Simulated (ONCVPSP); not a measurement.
## What one change does to a pseudopotential (Cu, ONCV)

ONCVPSP 4.0.1 input, shortened (lines: element, Z, core and valence counts, functional; n l f; lmax; l rc ep ncon nbas qcut; lloc lpopt rc5 dvloc0; l nproj debl; icmod fcfact rcfact), PBEsol, scalar-relativistic:

```
  Cu 29.00    3    3  -116133      upf
    1    0    2.00
    2    0    2.00
    2    1    6.00
    3    0    2.00
    3    1    6.00
    3    2    8.00
    2
    0    1.00    0.00    4    7   11.90
    1    1.15    0.00    4    8   11.30
    2    0.70    0.00    3    8   14.20
    4    1    0.60    4.00
    0    1    3.10
    1    2    0.70
    2    2    1.60
    0    0.00    0.00
```

In the p channel the program set the typed energies aside and used -4.322, 0.250 Ha. In the d channel the program set the typed energies aside and used -1.796, 0.250 Ha.

All-electron outer shells of the reference configuration (PBEsol, scalar-relativistic, ld1.x):

| shell | level (eV) | outermost node (bohr) | outermost maximum (bohr) |
| --- | --- | --- | --- |
| 3s | -160.34 | 0.29 | 0.61 |
| 3p | -117.62 | 0.26 | 0.62 |
| 3d | -48.88 | – | 0.59 |

Change: s: qcut 8.2; p: qcut 7.8; d: qcut 9.8.

Cutoffs: the cutoffs (Ha) at which the residual kinetic energy of the hardest occupied pseudo-wave falls to 1 and 0.1 mHa per electron; they do not see the model core or the augmentation charge, which bear on the density cutoff. Errors are all-electron minus pseudo energies relative to the spin-unpolarised reference configuration.

Q: What does the change do?

A: Of the 4 tests that both files solve, the error grows in 4 and shrinks in 0 by more than 15 % and 0.3 meV (median size 28.3 → 89.4 meV); neither file shows a bound ghost.

```tsv
quantity	base	changed
cutoffs, loose and tight	469 Ha, 828 Ha	not determined
bound ghosts	none	none
GHOST(+) flags under 300 eV	none	none
largest miss of a reference level, eV	0.02	0.07
error for 3s2 3p6 3d10 4s1, meV [ΔE -68.41 eV]	+236	+493
error for 3s2 3p6 3d10, meV [ΔE -60.31 eV]	+35	+105
error for 3s2 3p6 3d9, meV [ΔE -38.99 eV]	+22	+67
error for 3s2 3p6 3d7, meV [ΔE 59.67 eV]	-13	-74
s: phases at 1.01 bohr within 0.05 rad from the reference energy up to (Ha; the scan ends near 5)	-0.7	-1.7
p: phases at 1.16 bohr within 0.05 rad from the reference energy up to (Ha; the scan ends near 5)	to the end of the scan	to the end of the scan
d: phases at 0.71 bohr within 0.05 rad from the reference energy up to (Ha; the scan ends near 5)	to the end of the scan	to the end of the scan
```
